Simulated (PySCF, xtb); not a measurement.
C₃H₅FSi, SMILES FC=C=C[SiH3].

Harmonic wavenumbers (cm⁻¹) from GFN2-xTB (xtb) at its own minimum, in rising order: 63, 100, 181, 236, 391, 508, 533, 581, 659, 718, 774, 780, 784, 833, 985, 1125, 1187, 1369, 2067, 2251, 2263, 2301, 3011, 3058.

Question: What does PySCF with PBE-D3(BJ)/def2-SVP give at its own minimum? (The exact figures need the calculation; the answer reports its results.)

Answer: 84, 100, 190, 254, 400, 538, 599, 638, 731, 739, 833, 881, 903, 914, 1004, 1125, 1211, 1378, 2013, 2158, 2163, 2192, 3027, 3107. Paired by order, the mean absolute difference is 47 cm⁻¹ and the zero-point energies are 38.3 and 38.9 kcal/mol.
